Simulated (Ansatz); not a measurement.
Basis sets compared for As2Se3⁻ (the lowest doublet isomer of a short search). The state is a doublet with charge -1. Geometry PBE-D4/def2-SVPD. Ansatz on 4 threads of Arm Neoverse V2 on a shared host; times are rough, and most runs start from earlier orbitals.

```xyz
5

As   -0.433    1.253    0.181
As    0.811   -1.053   -0.162
Se    1.511   -1.070   -2.337
Se   -0.232    1.751    2.402
Se   -1.657   -0.881   -0.085
```

The structure comes from a short search, and lower isomers may exist.

| level | functions | energy (Eh) | HOMO (eV) | LUMO (eV) | wall time |
| --- | --- | --- | --- | --- | --- |
| PBE-D4/def2-SVPD | 199 | -11673.4757 | -1.36 | -0.88 | 6 s |
| PBE0-D4/def2-SVPD | 199 | -11673.8080 | -2.33 | -0.39 | 14 s |

Problem. Estimate the rows for PBE-D4/def2-TZVPD, PBE0-D4/def2-TZVPD (with forces).

Solution. 
```csv
level,functions,energy (Eh),HOMO (eV),LUMO (eV),wall time
PBE-D4/def2-TZVPD,279,-11674.9018,-1.35,-0.85,11 s
PBE0-D4/def2-TZVPD (with forces),279,-11675.2357,-2.32,-0.35,31 s
```
